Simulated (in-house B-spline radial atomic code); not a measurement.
Inner levels of lutetium as electrons are removed. A shift is the extra binding of the orbital against the neutral atom ([Xe] 4f14 5d1 6s2). The density at the nucleus is averaged over the nuclear charge. Computed with a B-spline radial code for spherical atoms: Dirac-Hartree-Fock, average of the configuration, finite nuclei.

```tsv
ion	configuration	shift of 2p3/2 (eV)	shift of 1s1/2 (eV)	shift of 3s1/2 (eV)	radius of 2p3/2 (bohr)	radius of 1s1/2 (bohr)	radius of 3s1/2 (bohr)	Σ<r²> (bohr²)	change of density at nucleus (bohr⁻³)
Lu40+	[Ar] 3d10 4s2 4p1	1833.73	1862.08	1745.82	0.074897	0.019317	0.20804	1.4664	2616.74
Lu41+	[Ar] 3d10 4s2	1909.85	1944.71	1813.35	0.074879	0.019316	0.20781	1.2516	2797.12
Lu42+	[Ar] 3d10 4s1	?	?	?	?	?	?	?	?
Lu43+	[Ar] 3d10	2065.22	2111.56	1948.31	0.07484	0.019316	0.20767	0.85336	-5924.83
Lu44+	[Ar] 3d9	2213.14	2263.94	2060.28	0.074771	0.019316	0.20664	0.80183	-5438.93
Lu45+	[Ar] 3d8	2363.19	2418.73	2173.46	0.074699	0.019316	0.20562	0.75196	-4941.89
Lu46+	[Ar] 3d7	2515.35	2575.93	2287.82	0.074625	0.019316	0.2046	0.70367	-4433.67
Lu47+	[Ar] 3d6	2669.61	2735.54	2403.37	0.074549	0.019317	0.20359	0.6569	-3914.23
Lu48+	[Ar] 3d5	2825.97	2897.56	2520.11	0.07447	0.019317	0.20258	0.61159	-3383.54
Lu49+	[Ar] 3d4	2984.43	3061.99	2638.03	0.074389	0.019317	0.20157	0.56768	-2841.59
Lu50+	[Ar] 3d3	3144.97	3228.83	2757.13	0.074306	0.019317	0.20057	0.52512	-2288.34
Lu51+	[Ar] 3d2	?	?	?	?	?	?	?	?
Lu52+	[Ar] 3d1	3472.28	3569.75	2998.84	0.074134	0.019317	0.19859	0.44381	-1147.79
Lu53+	[Ne] 3s2 3p6	?	?	?	?	?	?	?	?
Lu54+	[Ne] 3s2 3p5	3795.61	3926.1	3231.05	0.074032	0.019315	0.19683	0.35827	-186.6
Lu55+	[Ne] 3s2 3p4	3953.62	4110.34	3341.44	0.073945	0.019313	0.19606	0.31251	189.68
Lu56+	[Ne] 3s2 3p3	4113.06	4296.55	3452.63	0.073857	0.01931	0.19529	0.26765	568.34
Lu57+	[Ne] 3s2 3p2	4273.92	4484.73	3564.62	0.073768	0.019307	0.19452	0.2237	949.27
Lu58+	[Ne] 3s2 3p1	4436.21	4674.89	3677.41	0.073677	0.019305	0.19377	0.18061	1332.37
Lu59+	[Ne] 3s2	4599.93	4867.03	3791	0.073585	0.019302	0.19301	0.13838	1717.56
Lu60+	[Ne] 3s1	4760.51	5051.84	3917.49	0.073501	0.019301	0.19216	0.095387	-14399.7
```

Question: Fill in the row of Lu42+.

Answer: shift of 2p3/2 (eV): 1987.13; shift of 1s1/2 (eV): 2027.65; shift of 3s1/2 (eV): 1880.54; radius of 2p3/2 (bohr): 0.07486; radius of 1s1/2 (bohr): 0.019316; radius of 3s1/2 (bohr): 0.20784; Σ<r²> (bohr²): 1.0505; change of density at nucleus (bohr⁻³): -1504.67.

Question: Fill in the row of Lu51+.

Answer: shift of 2p3/2 (eV): 3307.59; shift of 1s1/2 (eV): 3398.09; shift of 3s1/2 (eV): 2877.4; radius of 2p3/2 (bohr): 0.074221; radius of 1s1/2 (bohr): 0.019317; radius of 3s1/2 (bohr): 0.19958; Σ<r²> (bohr²): 0.48384; change of density at nucleus (bohr⁻³): -1723.76.

Question: Fill in the row of Lu53+.

Answer: shift of 2p3/2 (eV): 3639.04; shift of 1s1/2 (eV): 3743.83; shift of 3s1/2 (eV): 3121.45; radius of 2p3/2 (bohr): 0.074044; radius of 1s1/2 (bohr): 0.019318; radius of 3s1/2 (bohr): 0.19761; Σ<r²> (bohr²): 0.40498; change of density at nucleus (bohr⁻³): -560.44.
